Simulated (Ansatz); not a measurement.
Consider the formal exchange of groups at the Si–O bond: `[F][Ga]([F])[O][SiH3]` + `F[CH2][AlH][SiH3]` → `F[CH]([SiH3])[AlH][SiH3]` + `[OH][Ga]([F])[F]`.

Isolated molecules relaxed with PBE0-D4/def2-TZVP in Ansatz; ΔE leaves out vibrations. CBS: MP2 limit from def2 TZ/QZ plus the TZ coupled-cluster correction, frozen cores. DFT in def2-TZVPP. B3LYP here is the variant with VWN-RPA as its local correlation; programs differ in this. For Ga outer-core shells are correlated without core-valence functions, which leaves a few kJ/mol of doubt a bond. Scalar relativity is left out up to krypton. Each species was taken in one conformer, which may not be the lowest.

CCSD(T)/CBS gives +103.0 kJ/mol.

(1) Another level gave +108.4 kJ/mol. Which?
A. r2SCAN/def2-TZVPP
B. PBE0-D4/def2-TZVPP
C. PBE/def2-TZVPP
D. B3LYP/def2-TZVPP

Largest T1 diagnostic among the species: 0.015.

Answers

(1) D. B3LYP 108.4, PBE0-D4 91.9, r2SCAN 97.9, PBE 85.1 kJ/mol.

In def2-TZVPP, CCSD(T) changes the Hartree–Fock value by −32.9 kJ/mol (the triples alone add −5.3 kJ/mol) and MP2 by −30.7 kJ/mol. From PBE to PBE0 (25 % exact exchange), in def2-TZVPP and without D4, ΔE moves by +10.0 kJ/mol.
